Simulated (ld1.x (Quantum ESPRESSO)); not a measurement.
## Which change was made? (Sb, TM)

Sb (Z = 51), norm-conserving Troullier–Martins (Kleinman–Bylander form), made with ld1.x (Quantum ESPRESSO) 7.5 (LDA (PZ), scalar-relativistic). Core [Ar] 3d10 4s2, reference 4p6 4d10 5s2 5p2.5 (charge +0.5). Waves: 4p (bound): rc 1.45 bohr; 4d (bound): rc 1.45 bohr; 5s (bound): rc 2.00 bohr. Local part: the s channel. Core correction: none.

Occupied shells without a wave of their own: 5p. They enter only through the test configuration that unscreens the potential.

Cutoffs, loose and tight: the cutoffs (Ry, on a coarse ladder) from which the occupation-weighted sum of valence levels, in a spherical-Bessel basis at the reference potential, stays within 10 and 1 mRy of its value at 400 Ry. They do not see the model core or the augmentation charge, which bear on the density cutoff. Test errors are all-electron minus pseudo excitation energies from the reference, over the configurations 4p6 4d10 5s2 5p3; 4p6 4d10 5s2 5p2; 4p6 4d10 5s2 5p1; 4p6 4d10 5s1 5p0; 4p6 4d10 5s1 5p4; 4p5 4d10 5s2 5p3; 4p6 4d9 5s2 5p3 (two spin-polarised tests are not counted in the largest error); variants that change the core or the reference have their own tests. The largest error is taken over the tests solved by every variant that gives reliable tests at all, those not shown here included: 4p6 4d10 5s1 5p0; 4p6 4d10 5s1 5p4; 4p6 4d10 5s2 5p1; 4p6 4d10 5s2 5p2; 4p6 4d10 5s2 5p3.

The base gives: outcome: generated, misses its reference levels by 2.06 eV; cutoff, loose: 100 Ry; cutoff, tight: 160 Ry; bound ghosts: none; largest test error (meV): +11375.

On the changes marked as counting shells twice: ld1.x takes every shell without a wave as core, so the model core holds the marked electrons as well and exchange and correlation see them twice. This cancels in the reference configuration, but the file is broken for other ones, and its errors say nothing about a proper core correction.

Task: After one change the result is: outcome: generated, misses its reference levels by 3.60 eV; cutoff, loose: 120 Ry; cutoff, tight: 180 Ry; bound ghosts: none; largest test error (meV): -6658. Which change was it?
A. all radii scaled by about 1.25 (s 2.50, p 1.82, d 1.82 bohr)
B. reference 4p6 4d10 5s2 5p3
C. fully relativistic
D. core [Ar] 3d10, valence charge 23; reference 4s2 4p6 4d10 5s2 5p3; waves now 4p (bound): rc 1.25 bohr; 4d (bound): rc 1.55 bohr; 4s (bound): rc 1.25 bohr; core correction Bessel-smoothed model core inside 0.90 bohr (5p, 5s counted twice)
E. type ultrasoft; waves now 5s (bound): rcut 1.75, rcutus 2.00 bohr; 5s channel at 1.8 Ry: rcut 1.75, rcutus 2.00 bohr; 4p (bound): rcut 1.25, rcutus 1.45 bohr; 5p (bound): rcut 1.25, rcutus 1.45 bohr; 4d (bound): rcut 1.25, rcutus 1.45 bohr; 4d channel at -2.35 Ry: rcut 1.25, rcutus 1.45 bohr; local potential all-electron potential smoothed inside 1.15 bohr (lloc = -1); augmentation PSQ, radius 0.90 bohr

Result: D. The others give: fully relativistic → outcome: generated, misses its reference levels by 2.37 eV; cutoff, loose: 100 Ry; cutoff, tight: 160 Ry; bound ghosts: none; largest test error (meV): +11455 | type ultrasoft; waves now 5s (bound): rcut 1.75, rcutus 2.00 bohr; 5s channel at 1.8 Ry: rcut 1.75, rcutus 2.00 bohr; 4p (bound): rcut 1.25, rcutus 1.45 bohr; 5p (bound): rcut 1.25, rcutus 1.45 bohr; 4d (bound): rcut 1.25, rcutus 1.45 bohr; 4d channel at -2.35 Ry: rcut 1.25, rcutus 1.45 bohr; local potential all-electron potential smoothed inside 1.15 bohr (lloc = -1); augmentation PSQ, radius 0.90 bohr → outcome: failed: chargeps: negative rho | all radii scaled by about 1.25 (s 2.50, p 1.82, d 1.82 bohr) → outcome: generated, misses its reference levels by 2.04 eV; cutoff, loose: 80 Ry; cutoff, tight: 140 Ry; bound ghosts: none; largest test error (meV): +11431 | reference 4p6 4d10 5s2 5p3 → outcome: generated, misses its reference levels by 1.79 eV; cutoff, loose: 100 Ry; cutoff, tight: 160 Ry; bound ghosts: none; largest test error (meV): +14544.
